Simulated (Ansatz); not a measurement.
An input meant for Cu₂Ni (charge 0, singlet; atoms displaced at random, 0.08 Å in each coordinate).

```yaml
crystal:
  periodic: [true, true, true]
  atoms:
    - {symbol: Ni, position_ang: [0.553703, -0.174521, 1.198620]}
    - {symbol: Cu, position_ang: [-0.075510, 1.275646, -0.502148]}
    - {symbol: Cu, position_ang: [-0.630335, -1.039573, -0.752553]}
basis:
  gaussian: {orbitals: def2-SVPD, fitting: {mean_field: cc-pVTZ-jkfit}}
hamiltonian: {xc: {name: PBEsol}, dispersion: d3bjatm}
scf: {omitted_lower_state_checks: [starts]}
```

```sh
$ ansatz run in.yaml --threads 4 --pin off --events-out ev --progress --plain --max-ram 3916MiB
```

Output, abridged:

```
Error: YAML parse error: error: line 2 column 3: crystal: missing field `lattice` (a structure is typed as `lattice` and `atoms`, a molecule's as `atoms` in Å alone, or read from a run's directory, `checkpoint`)
 --> <input>:2:3
1 | crystal:
2 |   periodic: [true, true, true]
3 |   atoms:
4 |     - {symbol: Ni, position_ang: [0.553703, -0.174521, 1.198620]}
```

In this input the species is marked periodic without a cell. The program refused the input.
